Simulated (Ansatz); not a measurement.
Calculated with Ansatz (gas phase, PBE0-D4/def2-TZVP geometries, no zero-point term in ΔE). CCSD(T)/CBS adds triple-zeta CCSD(T) − MP2 to the extrapolated MP2 energy (def2 sets, frozen cores). This one scheme is used for every species, atoms too. For atomizations the MP2-based limit and the directly extrapolated one differ by several kJ/mol either way, and by 10 to 25 for some Ge, Se and Sn compounds, so smaller differences from it don't rank the levels. DFT in def2-TZVPP. HSE06 is defined as in plane-wave codes. Open shells (•) are unrestricted, without spin–orbit coupling. Spin–orbit coupling would lower the free atoms: a little for C, F, O. One conformer a species, not always the lowest.

`COC(F)(F)CF` → 3 C• + 3 F• + 5 H• + O•  (atomization)

CCSD(T)/CBS gives +4764.9 kJ/mol.

(1) Another level gave +5651.9 kJ/mol. Which?
A. HSE06-D4/def2-TZVPP
B. ωB97M-V/def2-TZVPP
C. LDA (SPW92)/def2-TZVPP
D. PBE-D4/def2-TZVPP

Largest T1 diagnostic among the species: 0.011.

## Answers

(1) C. LDA (SPW92) 5651.9, HSE06-D4 4791.8, ωB97M-V 4784.3, PBE-D4 4929.2 kJ/mol.

At CCSD(T), def2-SVP lies −217.9 kJ/mol from the extrapolated value and def2-TZVPP −125.2 kJ/mol: correlation converges slowly with the basis, and small sets miss more of it in the bonded molecule than in its fragments. In def2-TZVPP, CCSD(T) changes the Hartree–Fock value by +1286.8 kJ/mol (the triples alone add +84.1 kJ/mol) and MP2 by +1427.8 kJ/mol; breaking electron pairs costs correlation energy, which Hartree–Fock lacks. From BLYP to BHLYP (50 % exact exchange), in def2-TZVPP and without D4, ΔE moves by −201.6 kJ/mol: exact exchange takes away binding that semilocal exchange gives to molecules.
